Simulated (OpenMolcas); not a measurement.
## Sc+: CASPT2 settings compared

```yaml
Program: OpenMolcas
Basis: ANO-L-VDZP [5s4p2d1f]
Scalar_Hamiltonian: non-relativistic, point nucleus
Active_space: 2 electrons in 6 orbitals (3d 4s)
State_averaging: 2S+1 = 3 even, 15 roots; 2S+1 = 1 even, 20 roots
Spin-orbit_coupling: RASSI with atomic mean-field integrals over the reference wave functions, term energies averaged over their components
```

Methods on the same reference wave functions:
A. CASSCF
B. SS-CASPT2, IPEA 0.5 Eh, imaginary shift 0.15 Eh (closed shells correlated: 2s 2p 3s 3p)
C. MS-CASPT2, IPEA 0.5 Eh, imaginary shift 0.15 Eh (closed shells correlated: 2s 2p 3s 3p)
D. XMS-CASPT2, IPEA 0.6 Eh, imaginary shift 0.5 Eh (closed shells correlated: none)

Energies in eV above 3d 4s ³D₁, the measured ground level; measured values from NIST Handbook of Basic Atomic Spectroscopic Data.

```tsv
Level	A	B	C	D	Measured
3d 4s ³D₁	0.0000	0.0000	0.0000	0.0000	0.0000
3d 4s ³D₂	0.0082	0.0081	0.0076	0.0081	0.0084
3d 4s ³D₃	0.0209	0.0209	0.0209	0.0209	0.0220
3d 4s ¹D₂	0.6081	0.333	0.1364	0.373	0.3150
3d² ³F₂	0.6710	1.148	1.148	0.746	0.5955
3d² ³F₃	0.6832	1.161	1.161	0.758	0.6055
3d² ³F₄	0.6999	1.177	1.177	0.775	0.6184
3d² ¹D₂	1.8881	1.586	1.783	1.720	1.3570
3d² ³P₀	1.9201	2.240	2.240	1.905	1.4970
3d² ³P₁	1.9244	2.244	2.244	1.910	1.5004
3d² ³P₂	1.9354	2.253	2.253	1.919	1.5070
3d² ¹G₄	2.2183	2.420	2.420	2.169	1.7682
4s² ¹S₀	2.3723	1.505	1.505	2.138	1.4551
```

Deviations, from unrounded energies. A percentage is the sum of absolute deviations over the sum of measured energies, with the sign that they share, or ± where signs differ.

| Against measurement | Levels | A | B | C | D |
| --- | --- | --- | --- | --- | --- |
| mean absolute deviation (cm-1) | 12 | 2500 | 3300 | 3500 | 2100 |
| fine structure of the ground term (%) | 2 | -4.4 | -4.8 | -6.4 | -4.7 |
| other terms of the ground configuration (%) | 1 | +93.0 | +5.8 | -56.7 | +18.5 |
| other configurations (%) | 9 | +31.3 | +44.3 | +46.1 | +28.8 |

D lies closest to measurement on these levels and C furthest from it. The largest miss of D in the table is 4s² ¹S₀, by +5500 cm-1. The ranking rests on the paired levels alone, and a cruder setting can come out closer through cancelling errors.

Among B to D the level of the table that moves most is 4s² ¹S₀, by 5100 cm-1 (lowest in C, highest in D). Moves below CASPT2's spread within the term are not significant.

The lowest spin-free term lies below A's lowest term by 0.136 hartree in B, 0.136 hartree in C, 0.007 hartree in D.

CASPT2 breaks the degeneracy within a term, and the mean is taken; among the terms shown or strongly mixed into the levels shown the widest spread is 810 cm-1 (3d² ¹G, C). A single d shell beside an s shell can misplace configurations of different d count against each other. Without dynamic correlation excited terms often stand tens of per cent too high (terms of higher spin than the ground term too low), and those without a measured partner can miss by more than the paired ones (holds for A). Some levels mix across a computed gap that differs much from the measured one, so their mixing is not that of the real levels (holds for A; C). Measured partners are found by configuration, term and J. A level has none where our copy of the source lacks it or the pairing is in doubt (some pairs that miss far off the trend of their configuration count as doubtful), and it then counts in no deviation. Levels of configurations outside the active space are missing.
